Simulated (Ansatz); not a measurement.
Cost and result for the atomization energy of C₂H₄BrCl (`CC(Cl)Br`) (8 atoms, 7 bonds).

Total charge 0; spin multiplicity 1. Correlated methods include outer-core shells of Br, which these sets cover unevenly. Scalar relativity is left out up to krypton. All single points use the PBE0-D4/def2-TZVP geometry. Program: Ansatz. All runs use 4 threads of a server CPU on a shared host. Times are those of one run each, without the atoms' runs, and a repeat can differ threefold. Electronic energies, without spin–orbit coupling; frozen cores. CCSD(T)/CBS adds CCSD(T) − MP2 in def2-TZVPP to the MP2 limit, and its time is that of the two runs behind it. T1 = 0.008. With those shells the extrapolation isn't a true limit. B3LYP takes the VWN-RPA correlation (the form of Gaussian; ORCA's B3LYP/G).

CCSD(T)/CBS is a level of theory with its own doubt, some kJ/mol a heavy atom from the limit and from the frozen cores, so smaller differences don't rank the functionals.

```tsv
level	functions	wall time	atomization (kcal/mol)	difference from CCSD(T)/CBS	per bond
PBE-D4/def2-TZVPP (with forces)	208	2 s	674.9	15.6	2.2
BHLYP-D4/def2-TZVPP	208	2.8 s	635.9	-23.4	-3.3
CCSD(T)/def2-SVP	98	3.7 s	622.7	-36.6	-5.2
B3LYP-D4/def2-TZVPP (with forces)	208	3.9 s	654.3	-5.0	-0.7
B2PLYP/def2-TZVPP	208	4.2 s	648.5	-10.8	-1.5
r2SCAN-D4/def2-TZVPP (with forces)	208	4.2 s	661.1	1.8	0.3
PBE-QIDH/def2-TZVPP	208	4.3 s	658.2	-1.1	-0.1
ωB97X-V/def2-TZVPP	208	6.5 s	657.7	-1.6	-0.2
B97M-V/def2-TZVPP	208	8 s	658.5	-0.8	-0.1
ωB97M-V/def2-TZVPP (with forces)	208	9 s	658.4	-0.9	-0.1
MP2/def2-QZVPP	393	16 s	664.9	5.6	0.8
CCSD(T)/def2-TZVPP	208	90 s	641.4	-17.9	-2.5
CCSD(T)/CBS(def2)	–	110 s	659.3	0.0	0.0
```

The D4 term adds +7.0 kcal/mol with B3LYP and +3.6 kcal/mol with PBE0; it sums over pairs of atoms, weighted by their polarisabilities, and B3LYP, whose exchange is more repulsive, gets the larger term. From BLYP to BHLYP (50 % exact exchange), in def2-TZVPP and without D4, the atomization energy moves by −12.5 kcal/mol: exact exchange takes away binding that semilocal exchange gives to molecules. Leaving LDA and LC-ωPBE aside and taking each functional with its dispersion term where it has one, the values spread over 38.9 kcal/mol, from BHLYP-D4 to PBE-D4. LDA lies +89.0 kcal/mol from PBE without D4, its usual overbinding.
